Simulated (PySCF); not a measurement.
Working out the excitation energy of S

S [Ne] 3s2 3p4 (3P) → S [Ne] 3s1 3p5 (3P). Calculation: PySCF 2.14, in aug-cc-pV(D+d)Z; no relativity, point nucleus. Frozen: [Ne]. Energies in hartree (1 hartree = 27.21139 eV):

| part | S (lower) | S (upper) |
| --- | --- | --- |
| UHF | -397.498974 | -397.077323 |
| CCSD correlation | -0.113320 | -0.195085 |
| (T) | -0.002253 | -0.011835 |

What does Hartree-Fock give?

(-397.077323) − (-397.498974) = 0.421651 hartree = 11.474 eV.

What do CCSD and CCSD(T) give?

The CCSD correlation energies differ by -0.081765 hartree = -2.225 eV and the triples by -0.009582 hartree = -0.261 eV, so CCSD gives 9.249 eV and CCSD(T) 8.988 eV.

Measured between the centres of the two terms (NIST): 8.928 eV, so CCSD(T) (valence) is off by 0.060 eV.

The coupled-cluster amplitudes are large, so a single reference is strained.

What remains against the reference includes basis incompleteness, the frozen core and higher excitations.
